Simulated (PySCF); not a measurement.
C₂H₅ClFNSi, SMILES C/N=C/[Si@H](F)Cl. Atoms are numbered in the order given.

```xyz
11

C     -3.3510    -0.4757     0.0392
N     -2.0002    -0.4311    -0.4673
C     -1.0296    -0.2473     0.3507
Si     0.6936    -0.1927    -0.3960
F      1.5491    -1.4964     0.1000
Cl     1.6681     1.4879     0.3280
H     -3.4340    -0.3402     1.1454
H     -3.8106    -1.4460    -0.2458
H     -3.9539     0.3055    -0.4712
H     -1.1921    -0.1153     1.4552
H      0.6654    -0.1784    -1.8854
```
Charge 0, spin multiplicity 1.

Geometry optimised at PBE-D3(BJ)/def2-SVP. The structure was generated by enumeration; whether it is a known compound was not checked. The values are those of a single conformer.

Computed with PySCF with PBE-D3(BJ)/def2-SVP.

Frequencies are harmonic and unscaled.

```
mode  ν (cm⁻¹)  IR (km/mol)   moving atoms (share of kinetic energy)
----  --------  -----------  ---------------------------------------
1           24          1.8  H 26 %, C 26 %, Cl 17 %, F 13 %, N 12 %
2          107          2.7   H 37 %, Cl 20 %, C 20 %, N 9 %, Si 8 %
3          140          6.9  C 34 %, H 21 %, F 18 %, Si 15 %, N 10 %
4          209          4.9          F 48 %, Cl 18 %, C 16 %, N 11 %
5          213         11.3                           H 70 %, N 27 %
6          287          5.5   C 36 %, Cl 22 %, H 16 %, N 10 %, F 9 %
7          318          8.1  F 26 %, C 26 %, Si 21 %, N 10 %, H 10 %
8          398         19.3          Si 26 %, N 26 %, H 24 %, C 21 %
9          549         87.9                 Si 50 %, Cl 37 %, H 10 %
10         750        205.9                          H 73 %, Si 21 %
11         781         10.6                  C 41 %, H 39 %, Si 12 %
12         795         21.4                           H 82 %, F 10 %
13         864         29.6          H 56 %, C 16 %, F 16 %, Si 12 %
14         896        171.1           Si 34 %, H 29 %, F 28 %, C 9 %
15         994         22.8                   C 48 %, N 30 %, H 21 %
16        1082          0.7                   H 65 %, C 22 %, N 12 %
17        1107          2.8                   H 62 %, C 23 %, N 14 %
18        1275         17.7                   H 71 %, C 19 %, N 10 %
19        1348          0.6                           H 86 %, C 14 %
20        1393          6.3                                   H 97 %
21        1408         32.8                                   H 92 %
22        1665          2.4                           C 50 %, N 47 %
23        2240         83.0                                   H 96 %
24        2863         45.2                                   H 92 %
25        2901         54.5                                   H 96 %
26        3018         13.6                            H 91 %, C 9 %
27        3039          4.6                            H 91 %, C 9 %
```
